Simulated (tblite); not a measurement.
C6H11ClSi.
Geometry (GFN2-xTB, Å), atoms numbered from 1 in this order:
```xyz
19
C6H11ClSi angstrom
C     -2.175    1.734   -0.205
C     -1.288    0.787    0.059
C      0.197    1.024    0.111
C      0.910   -0.237   -0.393
C      2.413   -0.174   -0.156
C      0.269   -1.450    0.299
Si    -1.592   -1.052    0.372
Cl    -2.651   -1.931   -1.109
H     -1.884    2.755   -0.406
H     -3.232    1.529   -0.231
H      0.483    1.904   -0.468
H      0.484    1.199    1.153
H      0.727   -0.318   -1.471
H      2.849    0.682   -0.668
H      2.627   -0.083    0.907
H      2.896   -1.076   -0.525
H      0.518   -2.369   -0.228
H      0.678   -1.543    1.306
H     -2.237   -1.371    1.646
```

Level: GFN2-xTB in tblite, geometry and Hessian alike; calculated harmonic values, unscaled, isolated species. Against measured fundamentals such values can be off by several per cent, at times by over 20. Modes of hydrogen on silicon can be 10 to 20 % off. One conformer, not necessarily the lowest.

Harmonic wavenumbers (cm⁻¹): 52.4, 102.4, 110.3, 178.5, 221.7, 260.2, 331.1, 357.3, 413.7, 428.5, 487.0, 496.8, 590.8, 629.4, 673.0, 685.2, 774.5, 791.0, 881.6, 911.6, 920.7, 954.2, 985.7, 1023.1, 1092.5, 1108.2, 1149.5, 1195.7, 1228.5, 1239.5, 1271.5, 1328.0, 1342.4, 1414.7, 1420.3, 1469.5, 1482.7, 1502.5, 1503.6, 1694.7, 2253.6, 2923.9, 2937.3, 2980.6, 2982.8, 3007.5, 3021.1, 3026.1, 3034.5, 3067.0, 3108.3.

A = 2080, B = 1031, C = 780.6 MHz; mass 146.032 u (most abundant isotopes); point group C1, symmetry number 1.

Zero-point energy?

Half the sum of the wavenumbers: 33524 cm⁻¹ = 95.85 kcal/mol.

Give the ideal-gas entropy at 298.15 K and 1 bar in the rigid-rotor, harmonic-oscillator model (classical rotation).

Translation 40.87, rotation 29.64, vibration 26.01: S = 96.5 cal/(mol K).

And Cp and H(298.15 K) − H(0)?

Cp = 37.93 cal/(mol K), of which vibrations give 29.98 (their classical limit is 51 R = 101.3); H(298.15 K) − H(0) = 6.65 kcal/mol without the zero-point energy, 4.28 from vibrations.

Which modes carry the vibrational entropy at 298.15 K?

52.4 cm⁻¹: 4.72; 102.4 cm⁻¹: 3.41; 110.3 cm⁻¹: 3.26; 178.5 cm⁻¹: 2.34; 221.7 cm⁻¹: 1.95; 260.2 cm⁻¹: 1.66 cal/(mol K); the other 45 give 8.66 together.

What must be added to the electronic energy to get the Gibbs energy at 298.15 K and 1 bar?

ZPE + [H(298.15 K) − H(0)] − T·S = 95.85 + 6.65 − 28.78 = 73.72 kcal/mol.

Hindered rotation and anharmonicity are outside this model. Other conformers, if any are populated, would add a mixing term that is left out. The structure is chiral; the term R ln 2 for an equal mix with its mirror image is left out.
